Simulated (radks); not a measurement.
K11+, 8 electrons, occupied as [He] 2s1.5 2p4.5 (fractional occupations, a model configuration).

All-electron calculation, scalar-relativistic Kohn-Sham, PBEsol, spin-unpolarised, spherical densities, point nucleus. Program: a radial shooting solver on a logarithmic mesh with Libxc functionals.

Energy parts (eV):
total: -14481.460
kinetic: 14582.207
electron-nucleus: -31612.936
Hartree: 3178.264
exchange-correlation: -628.994

Orbitals (lengths in bohr, moments of r in powers of bohr; <r^-3> diverges for s and p1/2):
| orbital | occ. | eigenvalue (eV) | <r^2> | <r^-3> | <r^4> |
|---|---|---|---|---|---|
| 1s | 2 | -3892.165 | 0.008806 | - | 0.0001993 |
| 2s | 1.5 | -666.3183 | 0.1593 | - | 0.04351 |
| 2p | 4.5 | -602.1412 | 0.1295 | 177.3 | 0.03327 |
| 3s | 0 | -246.3238 | 0.9891 | - | 1.431 |
| 3p | 0 | -227.5767 | 0.9794 | 39.17 | 1.452 |
| 3d | 0 | -203.9520 | 0.8191 | 5.303 | 1.111 |

The highest occupied level is 2p at -602.14 eV. Summed over all electrons, <r^2> = 0.8393 bohr^2, which gives a Langevin (diamagnetic) susceptibility term of -0.665 x 10^-6 cm^3/mol. The density falls to 0.001 e/bohr^3 at r = 1.15 bohr.
